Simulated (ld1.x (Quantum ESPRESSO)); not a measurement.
## Reading a pseudo-wave (P)

Columns: radius, all-electron u(r) and pseudo u(r) of the 3s shell (level -45.61 eV) of phosphorus in the configuration [Ne] 3s2 3p0; PBE, scalar-relativistic, RRKJ scheme, ld1.x (Quantum ESPRESSO) 7.5.

| r (bohr) | all-electron | pseudo |
| --- | --- | --- |
| 0.082 | 0.1891 | 0.0604 |
| 0.165 | -0.1001 | 0.1180 |
| 0.248 | -0.3378 | 0.1689 |
| 0.330 | -0.4305 | 0.2104 |
| 0.413 | -0.4016 | 0.2437 |
| 0.495 | -0.2936 | 0.2706 |
| 0.578 | -0.1412 | 0.2969 |
| 0.660 | 0.0255 | 0.3282 |
| 0.742 | 0.1905 | 0.3713 |
| 0.825 | 0.3451 | 0.4319 |
| 0.908 | 0.4808 | 0.5106 |
| 0.990 | 0.5937 | 0.5994 |
| 1.072 | 0.6851 | 0.6853 |
| 1.155 | 0.7565 | 0.7565 |
| 1.238 | 0.8083 | 0.8083 |
| 1.320 | 0.8420 | 0.8420 |
| 1.402 | 0.8602 | 0.8602 |
| 1.485 | 0.8648 | 0.8648 |
| 1.568 | 0.8576 | 0.8576 |
| 1.650 | 0.8408 | 0.8408 |
| 1.733 | 0.8159 | 0.8159 |
| 1.815 | 0.7853 | 0.7853 |
| 1.898 | 0.7499 | 0.7499 |
| 1.980 | 0.7117 | 0.7117 |
| 2.062 | 0.6717 | 0.6717 |
| 2.145 | 0.6302 | 0.6302 |

Task: How many radial nodes do the two functions have?

Result: The all-electron 3s function has n − l − 1 = 2; the pseudo-wave has 0, since the states of the same l below it are removed with the core.

Task: At about which radius was the pseudo-wave matched?

Result: 1.15 bohr, where the columns begin to agree (steps of 0.08 bohr).

Task: Is the pseudo-wave norm-conserving?

Result: Yes: the RRKJ scheme keeps the norm inside the radius equal to the all-electron one, which fixes the energy derivative of the logarithmic derivative at the level.
